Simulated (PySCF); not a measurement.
(1S)-1-bromo-1-chloroethane (C₂H₄BrCl), SMILES Cl[C@@H](Br)C. Heavy atoms are numbered as in [CH3:1][C@@H:2]([Cl:3])[Br:4]. Hydrogens are named by the atom that carries them.

Geometry: PBE0-D3(BJ)/def2-SVP.

Calculation: PySCF with B3LYP/pcSseg-1.

GIAO shieldings, no solvent; atoms alike by connectivity are averaged. δ = σ(ref) − σ: ¹³C against TMS (σ = 181.3 ppm); ³⁵Cl against HCl (σ = 933.3 ppm); ¹H against TMS (σ = 31.68 ppm), references at their B3LYP-D3(BJ)/def2-TZVP geometries, non-relativistic (without spin–orbit terms, shifts of atoms bonded to Cl or Br come out too high).

**Question.** Estimate the chemical shifts. (An estimate is asked for; the answer gives what the named calculation found.)

**Answer.** 
```
nucleus     atoms  count  δ (ppm)
-------  --------  -----  -------
¹³C       C2 (CH)      1     85.7
¹³C      C1 (CH3)      1     38.5
³⁵Cl          Cl3      1    300.2
¹H        H on C2      1     6.22
¹H        H on C1      3     2.24
```
